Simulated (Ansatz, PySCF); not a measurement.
Reaction (SMILES): CCCCC=O -> CCCC[C]=O + H atom (the C-H bond at the site shown breaks; other sites are not compared here)
Each molecule is optimised on its own at B3LYP-D3(BJ)/def2-TZVP (Ansatz, a first-principles code), one conformer each, not searched for the lowest. Frequencies are from Ansatz or PySCF.

Wanted: bond dissociation energy (enthalpy at 298 K, with B3LYP-D3(BJ) rigid-rotor harmonic-oscillator terms), in kcal/mol. Cores are frozen in the correlated levels unless marked. Open shells are spin-unrestricted. Spin-orbit coupling is left out. Non-relativistic unless marked X2C. CBS marks a two-point X^-3 extrapolation of the correlation energy; Hartree-Fock from the larger set. The bracket is a focal-point correction in the basis named.

```
level           program  bond dissociation energy (kcal/mol)
--------------  -------  -----------------------------------
HF/6-31G         Ansatz                                 70.2
PBE/def2-TZVPD   Ansatz                                 84.5
```

**Question.** Estimate the value at RI-MP2/CBS(cc-pVTZ,cc-pVQZ)+[CCSD(T)-MP2]/cc-pVTZ as computed with Ansatz.

**Answer.** 89.9 kcal/mol, so PBE/def2-TZVPD differs from it by -5.4 kcal/mol.
